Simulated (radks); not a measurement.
Results of a calculation; reference values are marked as such.
Excited configurations of neutral ruthenium: one electron is placed in a higher orbital outside [Kr] 4d7. The ground configuration is [Kr] 4d7 5s1. Code: a radial shooting solver on a logarithmic mesh with Libxc functionals. Model: scalar-relativistic Kohn-Sham, BLYP, spin-unpolarised, spherical densities, point nucleus. Excitation = E - E(ground); binding = E(ion) - E, where the ion is the core of charge +1; n* = 1/sqrt(2 binding) in atomic units, and the quantum defect is n - n*.

\begin{tabular}{lrrrr}
outer orbital & excitation (eV) & binding (eV) & n* & quantum defect \\ \hline
5d & 5.898 & 1.467 & 3.045 & 1.955 \\
6s & 5.060 & 2.306 & 2.429 & 3.571 \\
6p & 5.655 & 1.710 & 2.821 & 3.179 \\
\end{tabular}

The Delta-SCF ionisation energy is 7.365 eV (NIST Atomic Spectra Database: 7.361 eV, measured). Self-interaction in the functional shifts the binding energies and quantum defects, so they are the method's values and not measured ones. Spin polarisation and multiplet splitting are left out, so open shells lie too high by an amount that depends on their filling.

Beside tabulated values, note that spin-unpolarised runs miss the spin-polarisation part of the exchange energy of open shells.
